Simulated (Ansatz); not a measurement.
A geometry relaxed with PBE0-D3(BJ)/def2-TZVP (Ansatz, a program for electronic structure), charge 0, multiplicity 1:

```xyz
7

B      1.6790    -0.1163    -0.0424
H      2.8475    -0.1974    -0.0711
H     -1.3607    -0.4854     0.8748
N      0.4489    -0.0310    -0.0119
C     -0.9486     0.0658     0.0238
H     -1.2700     1.1081     0.1141
H     -1.3961    -0.3437    -0.8873
```

### Question
Write the SMILES of this molecule.

### Answer
`B=NC`
